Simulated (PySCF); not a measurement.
C₅H₆N₄.
Bonds: C1–C2, C2–N3 (aromatic), N3–N4 (aromatic), N4–C5, N4–N6 (aromatic), N6–C7 (aromatic), C7–C8, C8–N9 (triple), C2–C7 (aromatic). Hydrogens: H10, H11, H12 on C1; H13, H14, H15 on C5.

Definitions: NICS(0) = −σiso at the ring centroid; NICS(1) = −σiso and NICS(1)zz = −σzz at ±1 Å along the ring normal z. Level: GIAO PBE0/pcSseg-1 (PySCF, non-relativistic, gas phase) on the GFN2-xTB geometry, one conformer.

Ring bond lengths (Å), with Mayer bond orders in brackets: C2–N3 1.324 (1.49), N3–N4 1.315 (1.21), N4–N6 1.302 (1.29), N6–C7 1.335 (1.39), C7–C2 1.418 (1.24).

What do the NICS probes read (ppm)?

```tsv
ring	type	NICS(0)	NICS(1), two faces	NICS(1)zz, two faces	rms pucker (Å)	centre to ring atoms, mean (Å)
C2–N3–N4–N6–C7	5-membered ring with 3 N; formal bonds all aromatic	-13.1	-13.0 / -12.9	-30.6 / -30.5	0.00	1.14
```

What can be read from them?

- C2–N3–N4–N6–C7: mean NICS(1)zz -30.5 ppm, shielded. The ring is flat and has no four-coordinate atom; by the NICS criterion it is aromatic.

How equal are the bonds by HOMA? HOMA = 1 − mean of α(R − Ropt)² over the ring bonds, with Krygowski's 1993 parameters (CC: Ropt 1.388 Å, α 257.7 Å⁻²; CN: Ropt 1.334 Å, α 93.52 Å⁻²; NN: Ropt 1.309 Å, α 130.33 Å⁻²).

- C2–N3–N4–N6–C7: HOMA 0.95; the largest term is that of C7–C2, α(R − Ropt)² = 0.23. The geometric and the magnetic index point the same way.

What are the shieldings of the ring atoms and their hydrogens in the same run (means over atoms taken as equivalent)?

| atoms | environment | σ isotropic (ppm) |
| --- | --- | --- |
| C2 | substituted aromatic carbon | 27.9 |
| N3 | pyridine-type nitrogen | -91.5 |
| N4 | pyrrole-type nitrogen | -1.6 |
| N6 | pyridine-type nitrogen | -117.6 |
| C7 | substituted aromatic carbon | 61.8 |
